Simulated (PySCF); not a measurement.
Electron correlation in K⁺ (potassium, charge +1)

[Ar], closed-shell 1S. All numbers are calculated (PySCF 2.14, no relativity, point nucleus, in pcseg-2). Frozen: [Ne] 3s2; 6 electrons correlated.

Total MP2 correlation energy: -122.19 mhartree.

Same-spin part -37.04 and opposite-spin part -85.15 mhartree; SCS-MP2 scales them by 1/3 and 6/5 to -114.52 mhartree.

| level | correlation energy (mhartree) |
| --- | --- |
| CCSD | -136.98 |
| (T) | -1.12 |
| CCSD(T) | -138.10 |

Diagnostics: T1 = 0.0018, D1 = 0.0025, largest double amplitude 0.032.

Task: Is a single reference adequate?

Result: Yes: T1 lies below 0.03 and no double amplitude reaches 0.07.
